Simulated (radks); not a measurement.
Pb, configuration [Hg] 6p2.

Calculated with a radial shooting solver on a logarithmic mesh with Libxc functionals: Dirac Kohn-Sham, exchange-only PBE, spin-unpolarised, spherical densities, finite nucleus; open shells fill j = l - 1/2 first; Fermi nuclear charge, rms radius 5.5012 fm.

Energy parts (Ry):
| part | energy |
|---|---|
| total | -41835.4157 |
| kinetic | 48657.0662 |
| electron-nucleus | -105867.7377 |
| Hartree | 16145.4832 |
| exchange | -770.2274 |

Orbitals (lengths in bohr, moments of r in powers of bohr):
orbital	occ.	eigenvalue (Ry)	<r>	<r^4>
1s1/2	2	-6461.766	0.01606	3.540e-07
2s1/2	2	-1154.728	0.06692	0.00005073
2p1/2	2	-1109.426	0.05488	0.00002987
2p3/2	4	-948.5101	0.06379	0.00004820
3s1/2	2	-277.0287	0.1740	0.001831
3p1/2	2	-256.4676	0.1644	0.001585
3p3/2	4	-220.5663	0.1807	0.002253
3d3/2	4	-186.5788	0.1570	0.001477
3d5/2	6	-178.9370	0.1619	0.001640
4s1/2	2	-62.57195	0.3842	0.04013
4p1/2	2	-53.65216	0.3853	0.04230
4p3/2	4	-44.86295	0.4199	0.05923
4d3/2	4	-30.28737	0.4246	0.06839
4d5/2	6	-28.64683	0.4357	0.07559
4f5/2	6	-9.77773	0.4509	0.1161
4f7/2	8	-9.40799	0.4572	0.1228
5s1/2	2	-10.39933	0.8545	0.9645
5p1/2	2	-7.35259	0.9129	1.312
5p3/2	4	-5.70897	1.005	1.947
5d3/2	4	-1.51602	1.283	6.489
5d5/2	6	-1.32717	1.334	7.736
6s1/2	2	-0.76599	2.352	64.68
6p1/2	2	-0.24531	3.210	284.5
6p3/2	0	-0.15313	3.894	649.2

The highest occupied level is 6p1/2 at -3.338 eV. The density falls to 0.001 e/bohr^3 at r = 4.68 bohr. For comparison, the ionisation energy in NIST's Atomic Spectra Database is 7.417 eV (measured). In exact Kohn-Sham theory the highest level is minus the ionisation energy, but local and semilocal functionals leave it too shallow, through self-interaction and a potential that decays too fast; potentials with the right tail come closer. The electron density at the nucleus is 2.736e+06 e/bohr^3.

Beside tabulated values, note that spin-unpolarised runs miss the spin-polarisation part of the exchange energy of open shells.
